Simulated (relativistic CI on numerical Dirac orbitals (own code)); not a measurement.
# Re²⁺: resonant inelastic scattering at the O2,3 edge

Computed with this model: Dirac-Coulomb-Breit CI, separate exchange-only KLI orbitals for each configuration, model QED (radiative potential, 1s self-energy scaled to tabulated hydrogen-like ionisation energies), valence Slater integrals scaled by 0.7, Kramers-Heisenberg scattering through one core-hole configuration in a parametric crystal field; configurations [Xe] 4f14 5d5 → [Kr] 4d10 4f14 5s2 5p5 5d6; 300 K; core-hole width 0.6 eV; summed over polarisations. Incident energies are the highest absorption maxima for each field (at most a few, so the weaker spin-orbit partner edge can be absent), on the computed scale of the free ion. Intensities are in per cent of the strongest line above 0.02 eV; levels within 1 cm⁻¹ are merged; final levels count from the ground level, the first row holds all elastic scattering, lines under 0.4 are left out and each table stops after 24 rows. The scale of the Slater integrals is a model choice and moves the terms in proportion.

Field parameters in Wybourne normalisation: Oh B⁴₀ = 21Dq, B⁴₄ = √(5/14) B⁴₀. The field is a parameter set, without covalency.

S is read from ⟨S²⟩ = S(S + 1).

Oh, 10Dq = 5500 cm⁻¹:

| Final level (eV) | Degeneracy | Irrep | S | 43.5 eV | 47.3 eV |
| --- | --- | --- | --- | --- | --- |
| 0.000 | 2 | Γ7 | 2.37 | 3422.3 | 470.7 |
| 0.009 | 4 | Γ8 | 2.39 | 400.4 | 33.0 |
| 1.035 | 2 | Γ7 | 1.21 | 57.6 | 9.4 |
| 1.382 | 4 | Γ8 | 1.42 | 86.7 | 18.4 |
| 1.461 | 4 | Γ8 | 1.42 | 50.9 | 17.9 |
| 1.591 | 2 | Γ6 | 1.47 | 4.4 | 6.3 |
| 1.646 | 2 | Γ7 | 1.42 | 8.2 | 7.7 |
| 1.677 | 4 | Γ8 | 1.38 | 25.2 | 100.0 |
| 1.802 | 4 | Γ8 | 1.27 | 11.4 | 55.1 |
| 1.838 | 2 | Γ6 | 1.44 | 8.8 | 9.0 |
| 1.895 | 4 | Γ8 | 1.36 | 14.9 | 45.8 |
| 1.905 | 2 | Γ7 | 1.27 | 11.6 | 6.1 |
| 2.003 | 2 | Γ6 | 1.35 | 7.3 | 24.5 |
| 2.026 | 4 | Γ8 | 1.40 | 10.9 | 96.1 |
| 2.107 | 4 | Γ8 | 1.36 | 18.6 | 20.0 |
| 2.119 | 2 | Γ7 | 1.10 | 10.5 | 13.7 |
| 2.160 | 4 | Γ8 | 1.21 | 22.1 | 31.6 |
| 2.248 | 2 | Γ6 | 1.46 | 7.6 | 18.5 |
| 2.358 | 2 | Γ7 | 1.37 | 7.8 | 14.3 |
| 2.365 | 4 | Γ8 | 1.23 | 21.9 | 45.6 |
| 2.419 | 4 | Γ8 | 1.35 | 17.5 | 71.8 |
| 2.429 | 2 | Γ7 | 1.28 | 12.6 | 44.5 |
| 2.506 | 2 | Γ6 | 1.45 | 19.3 | 24.8 |
| 2.530 | 4 | Γ8 | 1.02 | 5.6 | 24.3 |

Oh, 10Dq = 12450 cm⁻¹:

| Final level (eV) | Degeneracy | Irrep | S | 42.4 eV | 44.2 eV | 46.2 eV |
| --- | --- | --- | --- | --- | --- | --- |
| 0.000 | 2 | Γ7 | 1.32 | 84.9 | 398.2 | 84.3 |
| 0.261 | 4 | Γ8 | 2.17 | 5.6 | 100.0 | 10.8 |
| 0.488 | 2 | Γ7 | 2.03 | 4.2 | 81.1 | 7.8 |
| 0.776 | 4 | Γ8 | 1.03 | 0.8 | 13.1 | 12.0 |
| 1.080 | 4 | Γ8 | 1.54 | 5.0 | 26.1 | 20.4 |
| 1.212 | 2 | Γ6 | 1.48 | 0.0 | 1.3 | 3.8 |
| 1.279 | 4 | Γ8 | 1.54 | 1.2 | 6.3 | 5.0 |
| 1.401 | 2 | Γ7 | 1.53 | 0.9 | 3.2 | 6.9 |
| 1.548 | 2 | Γ6 | 1.46 | 0.7 | 0.1 | 0.5 |
| 1.583 | 4 | Γ8 | 1.40 | 3.0 | 23.6 | 19.7 |
| 1.594 | 2 | Γ7 | 1.30 | 1.6 | 5.1 | 1.4 |
| 1.615 | 4 | Γ8 | 1.22 | 1.8 | 14.5 | 8.6 |
| 1.812 | 4 | Γ8 | 0.97 | 2.5 | 8.4 | 14.3 |
| 1.938 | 2 | Γ7 | 0.84 | 0.9 | 12.2 | 2.7 |
| 2.064 | 2 | Γ6 | 0.84 | 0.3 | 1.0 | 5.9 |
| 2.181 | 2 | Γ7 | 1.01 | 0.8 | 4.1 | 11.4 |
| 2.255 | 4 | Γ8 | 1.00 | 1.2 | 5.4 | 14.5 |
| 2.314 | 4 | Γ8 | 1.07 | 0.7 | 2.5 | 4.6 |
| 2.444 | 4 | Γ8 | 0.97 | 2.7 | 3.8 | 14.1 |
| 2.500 | 2 | Γ6 | 1.28 | 0.1 | 0.4 | 0.0 |
| 2.527 | 4 | Γ8 | 1.15 | 0.4 | 4.9 | 5.5 |
| 2.650 | 2 | Γ6 | 1.22 | 0.0 | 0.6 | 2.5 |
| 2.666 | 2 | Γ7 | 1.27 | 1.4 | 10.1 | 3.7 |
| 2.700 | 4 | Γ8 | 1.29 | 0.4 | 3.2 | 23.3 |

Oh, 10Dq = 19400 cm⁻¹:

```csv
Final level (eV),Degeneracy,Irrep,S,43.3 eV,45 eV,55.9 eV
0.000,2,Γ7,0.68,178.0,658.5,120.1
0.600,4,Γ8,0.68,8.0,100.0,11.3
1.331,4,Γ8,1.75,4.8,84.4,4.5
1.468,2,Γ7,1.88,6.6,57.3,60.3
1.711,4,Γ8,1.49,9.4,44.6,21.7
1.803,2,Γ6,1.48,0.2,7.0,12.0
2.104,4,Γ8,1.77,5.8,8.0,5.6
2.152,2,Γ6,1.47,1.1,3.0,3.6
2.164,2,Γ7,1.48,7.4,17.2,26.4
2.194,4,Γ8,1.42,17.8,50.8,21.2
2.309,2,Γ7,1.98,2.4,8.9,50.6
2.320,4,Γ8,1.83,2.7,16.1,1.6
2.456,4,Γ8,0.75,18.2,29.8,78.5
2.609,2,Γ7,0.65,8.4,34.3,38.7
2.754,2,Γ6,0.60,4.5,1.2,11.9
2.846,2,Γ7,0.84,7.5,4.9,44.4
2.944,4,Γ8,0.74,2.8,5.6,16.0
3.054,4,Γ8,0.64,9.3,12.2,10.7
3.252,4,Γ8,0.67,10.1,21.7,33.0
3.405,2,Γ6,0.69,0.4,0.4,0.1
3.581,4,Γ8,0.75,6.7,4.9,6.5
3.749,2,Γ7,0.74,6.9,12.3,16.2
3.847,2,Γ6,0.64,0.5,0.5,7.0
3.914,4,Γ8,1.42,0.8,6.6,11.6
```

For the first field the strongest loss at the lowest incident energy is the level at 1.38 eV (S = 1.42, against 2.39 in the thermal ground state). Levels of other spin, the first over 8 % at 1.03 eV, appear because spin-orbit coupling of the core hole, and in heavier ions of the valence shell too, mixes spins.
